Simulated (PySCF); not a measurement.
C2H5BO2, SMILES C=CB(O)O.

Geometry: B3LYP-D3(BJ)/def2-SVP. The values are those of a single conformer.

Level of theory: PBE0/def2-TZVP in PySCF.

Gas-phase values at a fixed geometry.

| Property | Value |
|---|---|
| total energy | -254.42254 hartree |
| point group | Cs |
| highest occupied level | -7.88 eV |
| lowest empty level | -0.75 eV |
| orbital gap | 7.13 eV |
| dipole moment | 1.28 D |
| quadrupole, principal values (traceless, Buckingham form, about the centre of nuclear charge) | -5.26, 0.17, 5.10 D·Å |
| mean static polarisability | 45.2 bohr³ (6.70 Å³) |
| polarisability, principal values | 30.1, 45.4, 60.0 bohr³ |
